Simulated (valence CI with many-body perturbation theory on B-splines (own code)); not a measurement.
**Energy levels of Pb⁵¹⁺**

Level of theory: valence CI with perturbative core correlation (CI+MBPT): three valence electrons over a frozen Dirac-Fock core [Ar] 3d10, a basis of 11 s, 11 p, 9 d, 7 f, 5 g, 2 h, 1 i functions for each j, with the one-electron correlation potential Σ1 (screened to all orders), the two-electron term Σ2, the three-electron term Σ3, Breit, model QED; selected single and double excitations, second order for the rest (own B-spline code, finite nucleus).

No measured spectrum was set against this ion. As an estimate, large intervals hold to a few tenths of a per cent, small ones and those within an open d or f shell to about a per cent.

Levels 1 to 45 of 68, with energies above the lowest level, (4s^2 4p1/2) J=1/2. "Leading %" is the weight of the configuration and term that name the level; weights of strongly mixed levels are sums over their largest components and can fall short. In the jj column 3d3/2^4 stands for four electrons in 3d with j = 3/2. Lifetimes count E1, E2, E3, M1 and M2 decay at the calculated energies, and are blank where another channel may lead or the interval is too uncertain; long ones can be off by a factor of two.

```
No.  Configuration  Term    J  E (Ry)  Leading %      g  Second component  Lifetime              Leading jj
  1          4s²4p   ²P°  1/2   0.000        100  0.657                                  4s^2 4p1/2 (100 %)
  2          4s4p²    ⁴P  1/2   8.682         53  2.130     30 % 4s4p² ²S   22.0 ps       4s 4p1/2^2 (99 %)
  3          4s²4p   ²P°  3/2  12.493         99  1.327                     26.1 ns       4s^2 4p3/2 (99 %)
  4          4s4p²    ⁴P  3/2  20.002         90  1.645      8 % 4s4p² ²D   83.6 ps   4s 4p1/2 4p3/2 (99 %)
  5          4s4p²    ²D  5/2  20.734         61  1.346     38 % 4s4p² ⁴P   49.9 ps   4s 4p1/2 4p3/2 (98 %)
  6          4s4p²    ²D  3/2  21.743         60  0.992     33 % 4s4p² ²P   1.14 ps   4s 4p1/2 4p3/2 (95 %)
  7          4s4p²    ²P  1/2  21.918         70  1.261     29 % 4s4p² ⁴P    633 fs   4s 4p1/2 4p3/2 (98 %)
  8          4s²4d    ²D  3/2  26.477         95  0.808                      406 fs       4s^2 4d3/2 (95 %)
  9          4s²4d    ²D  5/2  28.932         96  1.209                     2.20 ps       4s^2 4d5/2 (96 %)
 10            4p³   ²P°  3/2  30.398         46  1.320      27 % 4p³ ²D°   1.42 ps    4p1/2^2 4p3/2 (94 %)
 11          4s4p²    ⁴P  5/2  33.027         58  1.426     39 % 4s4p² ²D   1.88 ps       4s 4p3/2^2 (96 %)
 12         4s4p4d   ⁴F°  3/2  33.313         78  0.504   17 % 4s4p4d ²D°   10.4 ps   4s 4p1/2 4d3/2 (98 %)
 13         4s4p4d   ⁴F°  5/2  33.970         45  1.031   28 % 4s4p4d ²F°   18.6 ps   4s 4p1/2 4d3/2 (97 %)
 14          4s4p²    ²S  1/2  34.395         68  1.924     17 % 4s4p² ⁴P    908 fs       4s 4p3/2^2 (99 %)
 15          4s4p²    ²P  3/2  34.679         61  1.197     30 % 4s4p² ²D    436 fs       4s 4p3/2^2 (98 %)
 16         4s4p4d   ⁴D°  1/2  35.077         58  0.405   35 % 4s4p4d ²P°    404 fs   4s 4p1/2 4d3/2 (99 %)
 17         4s4p4d   ⁴D°  3/2  35.223         34  1.281   22 % 4s4p4d ²P°    374 fs   4s 4p1/2 4d3/2 (93 %)
 18         4s4p4d   ⁴P°  5/2  36.634         39  1.361   30 % 4s4p4d ⁴D°   1.97 ps   4s 4p1/2 4d5/2 (99 %)
 19         4s4p4d   ⁴F°  7/2  37.133         44  1.243   33 % 4s4p4d ²F°   2.55 ps   4s 4p1/2 4d5/2 (97 %)
 20         4s4p4d   ²F°  5/2  37.639         51  1.040   20 % 4s4p4d ²D°   2.30 ps   4s 4p1/2 4d5/2 (96 %)
 21         4s4p4d   ²D°  3/2  37.775         39  1.114   36 % 4s4p4d ²P°   1.38 ps   4s 4p1/2 4d5/2 (90 %)
 22            4p³   ⁴S°  3/2  42.660         50  1.423      45 % 4p³ ²D°    459 fs    4p1/2 4p3/2^2 (95 %)
 23            4p³   ²D°  5/2  42.738         90  1.171    6 % 4s4p4d ²F°    711 fs    4p1/2 4p3/2^2 (90 %)
 24          4s²4f   ²F°  5/2  43.351         94  0.856                     2.87 ps       4s^2 4f5/2 (94 %)
 25            4p³   ²P°  1/2  43.357         94  0.658    5 % 4s4p4d ²P°    630 fs    4p1/2 4p3/2^2 (94 %)
 26          4p²4d    ²D  3/2  43.413         40  0.777     35 % 4p²4d ⁴F   5.30 ps    4p1/2^2 4d3/2 (99 %)
 27          4s²4f   ²F°  7/2  44.167         95  1.142                     3.74 ps       4s^2 4f7/2 (95 %)
 28         4s4p4d   ⁴D°  3/2  46.525         44  1.307   37 % 4s4p4d ⁴P°    517 fs   4s 4p3/2 4d3/2 (99 %)
 29         4s4p4d   ⁴P°  1/2  46.532         85  2.280   13 % 4s4p4d ⁴D°    568 fs   4s 4p3/2 4d3/2 (99 %)
 30         4s4p4d   ⁴D°  5/2  46.540         49  1.249   21 % 4s4p4d ⁴F°    460 fs   4s 4p3/2 4d3/2 (94 %)
 31          4p²4d    ²D  5/2  46.565         32  1.192     20 % 4p²4d ⁴D   2.06 ps    4p1/2^2 4d5/2 (96 %)
 32         4s4p4d   ⁴F°  7/2  46.889         40  1.253   30 % 4s4p4d ²F°    569 fs   4s 4p3/2 4d3/2 (88 %)
 33         4s4p4d   ²D°  3/2  47.810         63  0.979   22 % 4s4p4d ⁴P°    335 fs   4s 4p3/2 4d3/2 (86 %)
 34         4s4p4d   ⁴F°  9/2  48.241        100  1.327                     44.9 ns  4s 4p3/2 4d5/2 (100 %)
 35         4s4p4d   ²P°  1/2  48.443         71  0.584   22 % 4s4p4d ⁴D°    275 fs   4s 4p3/2 4d3/2 (94 %)
 36         4s4p4d   ²F°  5/2  48.542         65  0.949   18 % 4s4p4d ²D°    256 fs   4s 4p3/2 4d3/2 (92 %)
 37         4s4p4d   ²D°  5/2  49.218         46  1.351   39 % 4s4p4d ⁴P°   1.43 ps   4s 4p3/2 4d5/2 (99 %)
 38         4s4p4d   ²P°  3/2  49.713         42  1.152   39 % 4s4p4d ²D°   1.24 ps   4s 4p3/2 4d5/2 (84 %)
 39         4s4p4d   ²F°  7/2  49.739         70  1.210   23 % 4s4p4d ⁴D°   1.25 ps   4s 4p3/2 4d5/2 (92 %)
 40         4s4p4d   ²F°  7/2  50.468         66  1.218   26 % 4s4p4d ⁴D°    538 fs   4s 4p3/2 4d5/2 (96 %)
 41         4s4p4d   ²P°  1/2  50.764         86  0.706    7 % 4s4p4d ⁴D°   1.17 ps   4s 4p3/2 4d5/2 (95 %)
 42         4s4p4f    ⁴G  5/2  51.043         63  0.727    14 % 4s4p4f ⁴F   2.37 ps   4s 4p1/2 4f5/2 (98 %)
 43         4s4p4d   ²P°  3/2  51.090         76  1.306    8 % 4s4p4d ⁴P°    521 fs   4s 4p3/2 4d5/2 (98 %)
 44         4s4p4d   ²D°  5/2  51.384         61  1.107   29 % 4s4p4d ²F°    436 fs   4s 4p3/2 4d5/2 (95 %)
 45         4s4p4f    ⁴G  7/2  51.515         41  1.003    24 % 4s4p4f ²G   3.25 ps   4s 4p1/2 4f5/2 (93 %)
```

The ionisation energy to 4s² ¹S0 of the next ion comes out as 3038 eV (NIST: 3036 ± 4 eV (theoretical)). All 68 levels together are meant to be complete up to 60.447 Ry.
